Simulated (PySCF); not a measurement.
C₂H₃F₂, SMILES [CH2]C(F)F, multiplicity 2. Atoms are numbered in the order given.

```xyz
7

C      1.3511    -0.2981     0.2356
C     -0.1200    -0.1370     0.3011
F     -0.7215    -0.7390    -0.7768
F     -0.4533     1.1820     0.2554
H      1.9263     0.3911    -0.3869
H      1.8259    -1.1900     0.6479
H     -0.5660    -0.5771     1.2115
```
Charge 0, spin multiplicity 2.

Coordinates come from a B3LYP-D3(BJ)/def2-SVP optimisation. The isomer is the one that the SMILES or the coordinates give; other isomers of the formula were not compared.

Computed with B3LYP-D3(BJ)/def2-SVP (PySCF).

No scaling factor is applied to the harmonic values.

```
mode  ν (cm⁻¹)  IR (km/mol)  moving atoms (share of kinetic energy)
----  --------  -----------  --------------------------------------
1          127          1.1                                  H 96 %
2          355          8.2                  H 46 %, F 38 %, C 17 %
3          466         15.3                  F 44 %, C 31 %, H 25 %
4          544          7.8                  F 53 %, H 26 %, C 21 %
5          622         26.0                  C 45 %, H 33 %, F 22 %
6          893         17.2                  H 43 %, C 32 %, F 25 %
7         1052        195.8                          C 61 %, F 33 %
8         1133         41.0                          C 61 %, H 37 %
9         1161        102.5                  C 49 %, H 27 %, F 24 %
10        1364         17.6                          H 86 %, C 12 %
11        1388         14.0                          H 81 %, C 18 %
12        1450         58.6                          H 64 %, C 35 %
13        3054         48.7                           H 92 %, C 8 %
14        3157          0.1                                  H 95 %
15        3285          0.5                          H 89 %, C 11 %
```
